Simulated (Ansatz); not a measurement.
One change: `CO[As]([SiH3])OC` becomes `CO[AsH][SiH3]`.

Ansatz, PBE0-D4/def2-TZVP geometries, multiplicity 1. Each molecule was computed in one conformer, which needn't be the lowest.

Outer-core shells of As are correlated without core-valence functions. Scalar relativity is left out up to krypton. Spin–orbit coupling is left out.

```
                                            property  `CO[As]([SiH3])OC`
               HOMO energy (ωB97M-V/def2-TZVPP) / eV               -8.92
vertical ionisation energy (CCSD(T)/def2-TZVPP) / eV                8.79
               HOMO–LUMO gap (B3LYP/def2-TZVPP) / eV                6.00
                  LUMO energy (PBE0/def2-TZVPP) / eV               -0.43
                   HOMO energy (PBE/def2-TZVPP) / eV               -5.67
             HOMO–LUMO gap (ωB97M-V/def2-TZVPP) / eV               10.32
```

Problem. Give the same properties after the change, and the shifts. (Estimate.)

Solution. Computed: 
| property | `CO[AsH][SiH3]` | shift |
| --- | --- | --- |
| HOMO energy (ωB97M-V/def2-TZVPP) / eV | -9.14 | -0.22 |
| vertical ionisation energy (CCSD(T)/def2-TZVPP) / eV | 9.10 | 0.31 |
| HOMO–LUMO gap (B3LYP/def2-TZVPP) / eV | 5.88 | -0.12 |
| LUMO energy (PBE0/def2-TZVPP) / eV | -0.72 | -0.29 |
| HOMO energy (PBE/def2-TZVPP) / eV | -5.79 | -0.12 |
| HOMO–LUMO gap (ωB97M-V/def2-TZVPP) / eV | 10.33 | 0.01 |

With PBE0 the HOMO falls by 0.18 eV and the LUMO falls by 0.29 eV, so the gap narrows by about 0.11 eV. PBE moves the HOMO by -0.12 eV and ωB97M-V by -0.22 eV. The zero-point energy changes by -89.9 kJ/mol with -12 modes.

B3LYP here is the variant with VWN-RPA as its local correlation; programs differ in this.
